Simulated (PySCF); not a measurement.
C₂H₆Se, charge +1, doublet, at a GFN2-xTB geometry (a state made from the parent by changing its charge; the spin is typed, not shown lowest); HF/STO-3G run with PySCF.

Here is a job for PySCF.
```python
from pyscf import gto, scf

mol = gto.Mole()
mol.atom = '''
    C     1.43646973   -0.33192309    0.77233591
    Se    0.01776368    0.16430934   -0.42584659
    C    -1.49741081   -0.23176581    0.68859745
    H     1.39335021   -1.40350688    0.97191605
    H     2.39274490   -0.08971693    0.31358720
    H     1.33371012    0.20249750    1.71688143
    H    -1.44849712   -1.26424698    1.03489391
    H    -2.41075515   -0.07687321    0.11817061
    H    -1.49887155    0.42746234    1.55773464
'''
mol.basis = 'sto-3g'
mol.charge = 1
mol.spin = 1
mol.verbose = 4
mol.build()

mf = scf.ROHF(mol)
mf.kernel()
```

It wrote (shortened):

```
PySCF version 2.14.0

[INPUT] verbose = 4
[INPUT] num. atoms = 9
[INPUT] num. electrons = 51
[INPUT] charge = 1
[INPUT] spin (= nelec alpha-beta = 2S) = 1
[INPUT] symmetry False subgroup None
[INPUT] Mole.unit = angstrom
[INPUT] Symbol           X                Y                Z      unit          X                Y                Z       unit  Magmom
[INPUT]  1 C      1.436469730000  -0.331923090000   0.772335910000 AA    2.714534375928  -0.627243734519   1.459503346067 Bohr   0.0
[INPUT]  2 Se     0.017763680000   0.164309340000  -0.425846590000 AA    0.033568490164   0.310499652308  -0.804733426180 Bohr   0.0
[INPUT]  3 C     -1.497410810000  -0.231765810000   0.688597450000 AA   -2.829696326863  -0.437973905938   1.301260590574 Bohr   0.0
[INPUT]  4 H      1.393350210000  -1.403506880000   0.971916050000 AA    2.633050292505  -2.652243617143   1.836655150569 Bohr   0.0
[INPUT]  5 H      2.392744900000  -0.089716930000   0.313587200000 AA    4.521632546950  -0.169540426437   0.592593924169 Bohr   0.0
[INPUT]  6 H      1.333710120000   0.202497500000   1.716881430000 AA    2.520346856361   0.382664815909   3.244435691052 Bohr   0.0
[INPUT]  7 H     -1.448497120000  -1.264246980000   1.034893910000 AA   -2.737262849021  -2.389080546008   1.955666057880 Bohr   0.0
[INPUT]  8 H     -2.410755150000  -0.076873210000   0.118170610000 AA   -4.555666986885  -0.145269313216   0.223310088873 Bohr   0.0
[INPUT]  9 H     -1.498871550000   0.427462340000   1.557734640000 AA   -2.832456725402   0.807786751166   2.943691844348 Bohr   0.0

nuclear repulsion = 188.167032016226
number of shells = 20
number of NR pGTOs = 102
number of NR cGTOs = 34
basis = sto-3g
ecp = {}

******** <class 'pyscf.scf.rohf.ROHF'> ********
method = ROHF
initial guess = minao
damping factor = 0
level_shift factor = 0
DIIS = <class 'pyscf.scf.diis.CDIIS'>
diis_start_cycle = 1
diis_space = 8
diis_damp = 0
SCF conv_tol = 1e-09
SCF conv_tol_grad = None
SCF max_cycles = 50
direct_scf = True
direct_scf_tol = 1e-13
num. doubly occ = 25  num. singly occ = 1
Set gradient conv threshold to 3.16228e-05
init E= -2448.56600260155
  HOMO = -0.414442352906061  LUMO = 0.0356440386526773  gap/eV = 12.24747
cycle= 1 E= -2451.53890684464  delta_E= -2.97  |g|= 0.393  |ddm|= 2.41
  HOMO = -0.343113230471659  LUMO = 0.0998897453505235  gap/eV = 12.05472
cycle= 2 E= -2451.63975834998  delta_E= -0.101  |g|= 0.158  |ddm|= 0.679
  HOMO = -0.402711181622008  LUMO = 0.0972328024804311  gap/eV = 13.60417
cycle= 3 E= -2451.64895140893  delta_E= -0.00919  |g|= 0.0254  |ddm|= 0.167
  HOMO = -0.414383535850857  LUMO = 0.0866296840479853  gap/eV = 13.63326
cycle= 4 E= -2451.6495539478  delta_E= -0.000603  |g|= 0.00553  |ddm|= 0.0507
  HOMO = -0.412005901780846  LUMO = 0.0897951008108653  gap/eV = 13.65470
cycle= 5 E= -2451.64957430886  delta_E= -2.04e-05  |g|= 0.000492  |ddm|= 0.0107
  HOMO = -0.411582957083621  LUMO = 0.0900109517109962  gap/eV = 13.64907
cycle= 6 E= -2451.64957450598  delta_E= -1.97e-07  |g|= 7.48e-05  |ddm|= 0.00104
  HOMO = -0.411609869506751  LUMO = 0.0900098976770354  gap/eV = 13.64977
cycle= 7 E= -2451.64957451078  delta_E= -4.8e-09  |g|= 9.34e-06  |ddm|= 0.000168
  HOMO = -0.411606523315585  LUMO = 0.0900115960699545  gap/eV = 13.64972
cycle= 8 E= -2451.64957451089  delta_E= -1.05e-10  |g|= 1.57e-06  |ddm|= 2.58e-05
  HOMO = -0.411606713071891  LUMO = 0.0900115975566067  gap/eV = 13.64973
Extra cycle  E= -2451.64957451089  delta_E= -4.55e-13  |g|= 5.08e-07  |ddm|= 2.89e-06
converged SCF energy = -2451.64957451089
```
